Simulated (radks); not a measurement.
Effect of the nuclear size on neutral zinc, [Ar] 3d10 4s2. All-electron calculation, Dirac Kohn-Sham, LDA (Slater exchange, Perdew-Wang correlation), spin-unpolarised, spherical densities, finite nucleus; Fermi nuclear charge, rms radius 3.9283 fm. Program: a radial shooting solver on a logarithmic mesh with Libxc functionals. The rms radius is varied about that value; shifts are against it.

rms radius (fm)  total energy shift (eV)  density at nucleus (e/bohr^3)  1s1/2 shift (meV)  2s1/2 shift (meV)  2p1/2 shift (meV)  3s1/2 shift (meV)  3p1/2 shift (meV)
3.3391                           -0.0648                      2.518e+04              -27.5              -2.62              0.227             -0.382              0.039
3.6494                           -0.0319                      2.506e+04              -13.6              -1.29              0.112             -0.188              0.019
3.9283                                 0                      2.495e+04              0.000              0.000              0.000              0.000              0.000
4.1758                            0.0302                      2.487e+04               12.8               1.22             -0.106              0.178             -0.018
4.6315                            0.0902                      2.472e+04               38.4               3.65             -0.317              0.532             -0.055

Slopes of the eigenvalues against <r^2> in GHz/fm^2, as finite differences over the two radii next to the reference (eigenvalue slopes, not the field-shift constants of lines): 1s1/2 1550, 2s1/2 148, 2p1/2 -12.8, 3s1/2 21.5, 3p1/2 -2.20.
